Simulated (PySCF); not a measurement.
The free ion Ag5+ in its d6 configuration.

Method (PySCF 2.14, density fitting): CASSCF(6,5) with orbitals averaged over all microstates of the shell, strongly contracted NEVPT2 on the averaged canonical orbitals; basis x2c-TZVPall; spin-free X2C; gas phase; spin-orbit coupling by state interaction with the mean-field operator over all roots.

Q: What is the ground state?

A: 5D (S = 2, orbital degeneracy 5), by NEVPT2.

Q: Which is the lowest state of another spin?

A: 3H at 21525 cm⁻¹ by NEVPT2; CASSCF alone puts it at 23041 cm⁻¹ above the same ground state.

Q: What are the magnetic parameters?

A: The lowest spin-orbit level is 9-fold with J = 4; the next lies at 2542.9 cm⁻¹. μeff is 6.69 μB at 300 K and 6.68 μB at 10 K; the free-ion value g_J√(J(J+1)) for the Hund's-rule level J = 4 is 6.71 μB.

The job took 7.2 s on one thread of Arm Neoverse V1 (shared host), with 63 basis functions, launched as `OMP_NUM_THREADS=1 python lf_run.py task.json out`.
